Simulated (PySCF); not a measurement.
**Electron correlation in Ga+ (gallium, charge +1)**

[Ar] 3d10 4s2, closed-shell 1S. Computed with PySCF 2.14 in x2c-TZVPall (6s5p4d1f, 48 functions), with the spin-free X2C one-electron Hamiltonian (Gaussian nucleus). Frozen: [Ar] 3d10; 2 electrons correlated.

Total MP2 correlation energy: -26.18 mhartree.

Same-spin part 0.00 and opposite-spin part -26.18 mhartree; SCS-MP2 scales them by 1/3 and 6/5 to -31.41 mhartree.

With two correlated electrons CCSD is exact within the correlated space (frozen core and kept virtual orbitals).

| level | correlation energy (mhartree) |
| --- | --- |
| CCSD | -36.70 |

Diagnostics: T1 = 0.0061, D1 = 0.0086, largest double amplitude 0.096.

Cost of the coupled-cluster step: 0.15 s of wall time on 1 thread of AMD EPYC 7R43 64-Core Processor (shared host), for 2 correlated electrons.
